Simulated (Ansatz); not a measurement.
hexafluoropropene (C3F6), singlet, geometry from GFN2-xTB; B3LYP-D3BJATM/STO-3G (Ansatz, a first-principles code).

The Ansatz input:
Ansatz 0.2 input:
```yaml
crystal:
  periodic: [false, false, false]
  atoms:
    - {symbol: F, position_ang: [2.49184748, -0.18829557, 0.79842098]}
    - {symbol: C, position_ang: [1.31418502, 0.24683492, 0.42467974]}
    - {symbol: F, position_ang: [1.26067366, 1.55824784, 0.42112146]}
    - {symbol: C, position_ang: [0.28229877, -0.52520184, 0.08521556]}
    - {symbol: F, position_ang: [0.37606850, -1.85663792, 0.10149667]}
    - {symbol: C, position_ang: [-1.06436063, 0.03101770, -0.34154878]}
    - {symbol: F, position_ang: [-1.61086992, 0.78624932, 0.61807922]}
    - {symbol: F, position_ang: [-0.95447491, 0.80748822, -1.42550070]}
    - {symbol: F, position_ang: [-1.91799358, -0.94215242, -0.62584863]}
basis:
  gaussian:
    orbitals: STO-3G
hamiltonian:
  xc: b3lyp
  dispersion: d3bjatm
```

What the program printed (banner, timings and long lists left out):

```
Functional definition: B3LYP
671 factors; integrals over basis functions are off by at most 3.6e-5 eV
mean field evaluation 1: about -19129.8240 eV, gradient 3.5e1 eV
mean field evaluation 2: about -19128.8759 eV, gradient 4.2e1 eV
mean field evaluation 4: about -19133.4762 eV, gradient 1.5e0 eV
mean field evaluation 8: about -19133.4847 eV, gradient 4.2e-2 eV
mean field evaluation 16: about -19133.4847 eV, gradient 6.1e-5 eV
mean field -19133.48472339 eV, -703.1425944427 hartree, gradient 6.1e-5 eV, S^2 0.000000; 0 other end points of the search recorded, 0 dependent functions left out
reference -19133.48484024 eV, -703.1425987368 hartree; 36, 36 occupied and 9, 9 virtual orbitals, 671 factors
Total energy: -19133.76738174 eV, -703.1529819456 hartree
```
